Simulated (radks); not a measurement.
Spherical quantum dot in the effective-mass picture: electrons in a hard-walled sphere of radius 3.5, all in effective atomic units (hartree* = m*/eps^2 hartree, bohr* = eps/m* bohr), one dielectric constant everywhere. Calculated with a radial shooting solver with Libxc functionals: non-relativistic Kohn-Sham, LDA (Slater exchange, Perdew-Wang correlation), spin-polarised, spherical densities. Levels are named by radial order and angular momentum (1s, 1p, 1d, 2s, ...), and open shells are averaged over m. Results are scaled to m* = 0.122 and eps = 11.1, for which hartree* = 26.94 meV and bohr* = 4.815 nm.

N = 36, configuration 1s2 1p6 1d10 2s(up 1, down 0) 1f14 1g(up 3, down 0). This is the lowest configuration that the search found. Occupied and some empty levels:

level,occupation,eigenvalue (meV),<r> (nm)
1s up,1,357.96,11.91
1s down,1,358.94,11.94
1p up,3,363.04,12.22
1p down,3,363.96,12.22
1d up,5,372.18,12.50
1d down,5,373.09,12.50
1f up,7,384.97,12.76
1f down,7,385.88,12.75
2s up,1,400.45,7.395
1g up,3,401.13,12.98
1g down,0,402.04,12.97
2s down,0,403.29,7.569
2p up,0,418.97,8.763
1h up,0,420.46,13.17
2p down,0,420.84,8.859
1h down,0,421.38,13.17
2d up,0,441.03,9.616
2d down,0,442.39,9.669
3s up,0,451.69,7.817
3s down,0,454.71,7.750

Energy (meV): total 7535.09, kinetic 1806.9, external 0, Hartree 6251.5, exchange-correlation -523.34.
